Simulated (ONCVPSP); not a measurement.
# What one change does to a pseudopotential (rubidium (Rb), ONCV)

ONCVPSP 4.0.1 input, shortened (lines: element, Z, core and valence counts, functional; n l f; lmax; l rc ep ncon nbas qcut; lloc lpopt rc5 dvloc0; l nproj debl; icmod fcfact rcfact), PBE, scalar-relativistic:

```
  Rb 37.00    6    3        4      upf
    1    0    2.00
    2    0    2.00
    2    1    6.00
    3    0    2.00
    3    1    6.00
    3    2   10.00
    4    0    2.00
    4    1    6.00
    5    0    0.75
    2
    0    2.20    0.00    4    8    5.40
    1    1.50    0.00    4    7    4.60
    2    1.50    0.40    3    7    5.40
    2    5    1.50    0.00
    0    2    1.30
    1    2    3.70
    2    0    1.40
    3    4.50    1.45
```

Change: s: qcut 7.2; p: qcut 6.1; d: qcut 7.2.

Cutoffs: the cutoffs (Ha) at which the residual kinetic energy of the hardest occupied pseudo-wave falls to 1 and 0.1 mHa per electron; they do not see the model core or the augmentation charge, which bear on the density cutoff. Errors are all-electron minus pseudo energies relative to the spin-unpolarised reference configuration.

Question: Predict the effect on cutoff, ghosts and configuration errors.

Answer: The potential gets softer (31 Ha and 61 Ha → 16 Ha and 34 Ha); the errors of the 4 common tests hardly move; the range in which the s phases agree narrows (upper end at the end of the scan → 3.0); neither file shows a bound ghost.

```tsv
quantity	base	changed
cutoff, loose	31 Ha	16 Ha
cutoff, tight	61 Ha	34 Ha
loose cutoff by channel	s 9.7 Ha, p 31 Ha	s 13 Ha, p 16 Ha
bound ghosts	none	none
GHOST(+) flags under 300 eV	none	s at 93.6 eV
error for 4s2 4p6 5s1, meV [ΔE -0.67 eV]	0.0	0.0
error for 4s2 4p6 5s0, meV [ΔE 3.48 eV]	-0.3	-0.2
error for 4s2 4p6 5s0.5, meV [ΔE 0.91 eV]	0.0	0.0
error for 4s2 4p6 4d0.5 5s0.5, meV [ΔE 0.45 eV]	-0.4	-0.3
s: phases at 2.24 bohr within 0.05 rad from the reference energy up to (Ha; the scan ends near 5)	to the end of the scan	3.0
p: phases at 1.53 bohr within 0.05 rad from the reference energy up to (Ha; the scan ends near 5)	to the end of the scan	to the end of the scan
d: phases at 1.53 bohr within 0.05 rad from the reference energy up to (Ha; the scan ends near 5)	to the end of the scan	to the end of the scan
rms error of d²Exc/dni dnj with the model core, mHa	1.98	1.66
```
